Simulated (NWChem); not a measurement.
System: CH5BeN; SMILES [CH3][Be][NH2]

```xyz
8

Be    -0.0057     0.0678     0.0014
C     -0.0016    -1.6113    -0.0017
H     -0.5042    -2.0418     0.8818
H      1.0271    -2.0154     0.0001
H     -0.4982    -2.0343    -0.8924
N     -0.0001     1.5723    -0.0002
H     -0.8217     2.1678     0.0003
H      0.8262     2.1614    -0.0063
```
Atoms are numbered in this order, from 1.

Results from NWChem. Coordinates come from a PBE0/def2-SVP optimisation. Core excitations by TDA in a window of 1s orbitals, non-relativistic and unshifted: absolute energies depend strongly on the exact-exchange share.

Q: Predict the results for N K edge, PBE/def2-TZVP. Quantities: first 1s excitation (eV); dipole oscillator strength of the first; first state with f > 0.002 (eV); dipole oscillator strength of that state.

A: 
| Property | Value |
|---|---|
| first 1s excitation (eV) | 379.0 |
| dipole oscillator strength of the first | 0.0000 |
| first state with f > 0.002 (eV) | 380.3 |
| dipole oscillator strength of that state | 0.0113 |
